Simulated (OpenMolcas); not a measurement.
Tc5+ (d2) among equal point charges was computed by CASSCF with the d shell active (OpenMolcas, ANO-RCC-VDZP on the metal). Its lowest spin-free states, and all those of the highest spin:

```csv
2S+1,Degeneracy,E (cm-1)
3,1,0.0
3,3,1432
3,3,2552
1,2,13273
1,3,14333
3,3,15813
1,1,19942
1,3,20307
1,2,20801
1,3,21237
1,1,49082
```

Task: Is the site octahedral, tetrahedral or cube-like, axial, or of lower symmetry?

Result: The states with 2S+1 = 3 have orbital degeneracies 1, 3, 3, 3. Threefold states need a cubic site. For d2 at this spin an octahedron puts the threefold T1 below the threefold T2 and a tetrahedron or cube puts the single A2 below the threefold T2, so the site is a tetrahedron or a cube, which this pattern cannot tell apart. The first gap at this spin, 1430 cm-1, is |10Dq| in ligand-field theory. The run had Tc5+ among 4 point charges of -1.25 e arranged as a tetrahedron (Td), 2.16 Å from the ion.

Spin-orbit coupling mixes the spin-free states strongly: the lowest level takes only 55 % from its leading state, 3A2. Without dynamic correlation the repulsion within the d shell is too large (B by tens of per cent), so at a given field states of lower spin stand too high. The ground term spreads over less than 5000 cm-1, several times less than with real ligands, so orbital moments are less quenched and χT lies further from the spin-only value than at real sites. Point charges carry no covalency, so the field is a model and not that of real ligands. No measured value stands beside these numbers.
